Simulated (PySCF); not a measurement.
GeHFBr2, SMILES [F][GeH]([Br])[Br]. Geometry optimised at B3LYP-D3(BJ)/def2-SVP. This is a generated structure with no PubChem entry under its InChIKey; it may be hypothetical.

Computed equilibrium geometry at B3LYP-D3(BJ)/def2-SVP (PySCF confirms it by a frequency run) as Cartesian coordinates in Å, and its point group:
point group Cs.
```xyz
5

Ge     0.3540    -0.6556     0.0000
F     -0.7363    -2.0066     0.0000
Br    -0.0926     0.5749    -1.8881
Br    -0.0926     0.5749     1.8881
H      1.7845    -1.2006     0.0000
```
Charge 0, spin multiplicity 1.
